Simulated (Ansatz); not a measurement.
Reaction (ligand exchange at a B–Se bond): `CB(O)[SeH]` + `OCS` → `CB(O)SCO` + H₂Se

Calculated with Ansatz (gas phase, PBE0-D4/def2-TZVP geometries, no zero-point term in ΔE). CBS: MP2 limit from def2 TZ/QZ plus the TZ coupled-cluster correction, frozen cores. DFT in def2-TZVPP. For Se outer-core shells are correlated without core-valence functions, which leaves a few kJ/mol of doubt a bond. Scalar relativity is left out up to krypton. Each species was taken in one conformer, which may not be the lowest.

**Question.** Is it downhill or uphill in electronic energy at CCSD(T)/CBS, and by how much? (Best estimate.)

**Answer.** Ansatz gave: Downhill: ΔE = -0.15 eV.

**Question.** What do these levels give: ωB97X-V, B2PLYP, HF/def2-TZVPP, CCSD/def2-TZVPP, HF/CBS(def2), CCSD/CBS(def2)? (Estimate.)

**Answer.** The calculation gave: ωB97X-V -0.18, B2PLYP -0.15, HF/def2-TZVPP -0.08, CCSD/def2-TZVPP -0.13, HF/CBS(def2) -0.07, CCSD/CBS(def2) -0.12 eV.

Largest T1 diagnostic among the species: 0.012.

In def2-TZVPP, CCSD(T) changes the Hartree–Fock value by −0.08 eV (the triples alone add −0.03 eV) and MP2 by −0.07 eV. The D4 term adds −0.05 eV with B3LYP and −0.03 eV with PBE0; it sums over pairs of atoms, weighted by their polarisabilities, and B3LYP, whose exchange is more repulsive, gets the larger term.

B3LYP here is the variant with VWN-RPA as its local correlation; programs differ in this.
